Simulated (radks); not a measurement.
Question: Zr3+, 37 electrons, occupied as [Kr] 4d1. Method: scalar-relativistic Kohn-Sham, PBE, spin-polarised, spherical densities, point nucleus; open shells are filled with parallel spins first (spin-orbit coupling, left out, can overturn this in heavy ions); computed with a radial shooting solver on a logarithmic mesh with Libxc functionals. Some entries of the table are withheld. Estimate them.

orbital  occ.  eigenvalue (hartree)  <1/r> (bohr^-1)  <r> (bohr)
1s down     1             -656.0846            41.26     0.03707
1s up       1             -656.0844            41.26     0.03707
2s up       1             -91.79191            9.250      0.1626
2s down     1             -91.78818            9.250      0.1626
2p up       3             -81.96486            9.013      0.1417
2p down     3             -81.96215            9.013      0.1417
3s up       1             -15.89532            3.140      0.4584
3s down     1             -15.89336            3.140      0.4584
3p up       3             -12.69397            2.981      0.4620
3p down     3             -12.69179            2.981      0.4620
3d up       5              -7.44167            2.741      0.4523
3d down     5              -7.43823            2.741      0.4523
4s up       1              -3.00839            1.123       1.204
4s down     1              -2.98346            1.127       1.200
4p up       3              -2.18781           0.9924       1.343
4p down     3              -2.15908           0.9966       1.339
4d up       1                   (1)           0.7123       1.833
4d down     0                   (2)           0.7138       1.831

Answer: 
(1) 4d up eigenvalue (hartree): -1.05146
(2) 4d down eigenvalue (hartree): -1.01821
